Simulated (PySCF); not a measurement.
## Te²⁺: ionisation energy

Te²⁺ [Kr] 4d10 5s2 5p2 (3P) → Te³⁺ [Kr] 4d10 5s2 5p1 (2P), as a difference of total energies. Calculation: PySCF 2.14, in def2-QZVPPD with the def2 core potential (28 electrons); a scalar-relativistic core potential. Correlated levels: valence: 4s2 4p6 4d10 frozen; valence and next inner shell: nothing frozen outside the core potential. The calculations carry no spin-orbit coupling.

```csv
method,ionisation energy (eV)
UHF,26.969
LDA,27.708
PBE,27.489
PBE0,27.559
r2SCAN,27.702
B97-3,27.329
CAM-B3LYP,27.597
B3LYP,27.559
BP86,27.626
MP2 (valence),27.343
SCS-MP2 (valence),27.279
MP2 (valence and next inner shell),27.570
SCS-MP2 (valence and next inner shell),27.443
```

**Question.** How much does correlation contribute at MP2 (valence and next inner shell)?

**Answer.** 27.570 − (26.969) = 0.601 eV, measured against UHF.

The reference lies between the lowest fine-structure levels, while these numbers refer to the centres of the terms.

Errors of the correlated levels include the incompleteness of this basis and the frozen core.

For comparison: 27.84 ± 0.04 eV (measured; NIST Atomic Spectra Database, ionization energies).
